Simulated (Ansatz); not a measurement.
`C[SiH](Cl)[SnH3]` + HBr → `[Br][SnH3]` + `C[SiH2]Cl` at 600 K and 1 bar (cleavage of the Sn–Si bond).

Program: Ansatz. Geometries: PBE0-D4/def2-TZVP. ΔE: electronic, gas phase. CBS: MP2 limit from def2 TZ/QZ plus the TZ coupled-cluster correction, frozen cores. Elements past krypton have def2 core potentials. For Br, Sn outer-core shells are correlated without core-valence functions, which leaves a few kJ/mol of doubt a bond. Scalar relativity is left out up to krypton.

| species | CCSD(T)/CBS energy (Eh) | H − E (kJ/mol) | S (J/(mol·K)) |
| --- | --- | --- | --- |
| `C[SiH](Cl)[SnH3]` | -1005.19559 | 248.1 | 492.8 |
| HBr | -2573.91920 | 33.5 | 219.1 |
| `[Br][SnH3]` | -2789.16986 | 90.5 | 337.8 |
| `C[SiH2]Cl` | -789.97638 | 190.1 | 364.9 |

H − E and S are ideal-gas, rigid-rotor, harmonic terms from PBE0-D4/def2-TZVP, for one conformer and one mirror image of each species. 1 Eh = 2625.50 kJ/mol, R = 8.31446 J/(mol·K).

Task: By hand: ΔE, ΔH, ΔS and ΔG.

Result: ΔE = (-2789.16986) + (-789.97638) − (-1005.19559) − (-2573.91920) = -0.03145 Eh = -82.6 kJ/mol. Δ(H − E) = 90.5 + 190.1 − 248.1 − 33.5 = -1.0, so ΔH = -83.6 kJ/mol. ΔS = 337.8 + 364.9 − 492.8 − 219.1 = -9.2 J/(mol·K). ΔG = -83.6 − 600 × (-9.2)/1000 = -78.1 kJ/mol.

Task: By hand: the equilibrium constant, and the temperature at which ΔG would vanish if ΔH and ΔS stayed fixed.

Result: log₁₀ K = −ΔG/(RT ln 10) = 6.8. ΔG = 0 at ΔH/ΔS = 9087 K, far beyond where these terms or the molecules hold.

The number of gas molecules stays the same, so ΔS is small and ΔH decides. A doubt of 5 kJ/mol in ΔE shifts log₁₀ K by 0.4 here. Other conformers and mirror images would add mixing entropy, several J/(mol·K) or more a flexible species. These are equilibria of isolated gas molecules and say nothing of rates. Largest T1 diagnostic: 0.012 (customary marks: 0.02 for closed shells, 0.045 for open ones).
